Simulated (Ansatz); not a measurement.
Cartesian coordinates (Å):
```xyz
8

C      2.2789    -0.2719     0.0821
C      1.1295    -0.6053    -0.1457
S     -0.4224    -1.1416    -0.4896
C     -1.4103     0.2978     0.0419
H      3.2870     0.0256     0.2841
H     -2.4570     0.0289    -0.1509
H     -1.2659     0.4840     1.1121
H     -1.1399     1.1825    -0.5455
```
Charge 0, multiplicity 1.

Level of theory: frozen-core CCSD(T)/cc-pVTZ // PBE-D3(BJ)/def2-TZVP run with Ansatz (a program for electronic structure).

The HF energy is -513.44294 Ha and the MP2 correlation energy is -0.65593 Ha.

### Question
Estimate the CCSD correlation energy, the (T) correction, the total energy and the T1 diagnostic.

### Answer

```json
{
  "CCSD correlation energy": "-0.68663 Ha",
  "(T) correction": "-0.03493 Ha",
  "CCSD(T) total energy": "-514.16450 Ha",
  "T1 diagnostic": "0.012"
}
```
